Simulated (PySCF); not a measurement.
# Re₃O⁺: from structure and modes to constants

Method: PBE/[O def2-SVP, Re def2-SVP with ECP60], scalar-relativistic core potentials, density fitting, no spin–orbit coupling, PySCF.

The singlet minimum has C2v symmetry. Masses (u): O 15.99492, Re 186.95575.

```xyz
4
charge 1 multiplicity 1, angstrom
O     0.0000    0.0000   -1.5329
Re    0.0000    0.0000    1.1206
Re    1.5343    0.0000   -0.4947
Re   -1.5343    0.0000   -0.4947
```

Harmonic wavenumbers (cm⁻¹): 232.9 (b2, ×1), 237.0 (a1, ×1), 284.1 (b1, ×1), 303.3 (a1, ×1), 666.7 (a1, ×1), 685.6 (b2, ×1).

**Question.** What is the harmonic zero-point energy?

**Answer.** Half the sum of all 6 wavenumbers, 2410/2 = 1205 cm⁻¹, which is 14.4 kJ/mol (1 cm⁻¹ = 0.0119627 kJ/mol).

**Question.** Find the vibrational entropy and heat capacity at 298.15 K.

**Answer.** With u = 1.43878 ω/T, each mode gives S = R[u/(eᵘ−1) − ln(1−e⁻ᵘ)] and C = R u² eᵘ/(eᵘ−1)².
```tsv
ω (cm⁻¹)	u	S (J/(mol K))	C (J/(mol K))
232.9	1.124	7.77	7.49
237.0	1.144	7.64	7.46
284.1	1.371	6.31	7.13
303.3	1.464	5.85	6.98
666.7	3.217	1.46	3.74
685.6	3.308	1.35	3.59
```
The sums over all modes are S = 30.4 and C = 36.4 J/(mol K); the softest mode gives 26 % of the entropy.

**Question.** Give the standard entropy (298.15 K, 1 bar) by its translational, rotational, vibrational and spin parts, and Cp.

**Answer.** Sackur–Tetrode with M = 576.86 u gives 188.1; rotation with symmetry number 2 gives 125.1; vibration 30.4; spin R ln 1 = 0.0. The total is 343.6 J/(mol K), and Cp = 4 R + 36.4 = 69.6 J/(mol K).

Stability towards spin polarisation was not tested. Only a few start shapes were tried, so a lower isomer may exist. No spin–orbit coupling is included, which matters more the heavier the element.
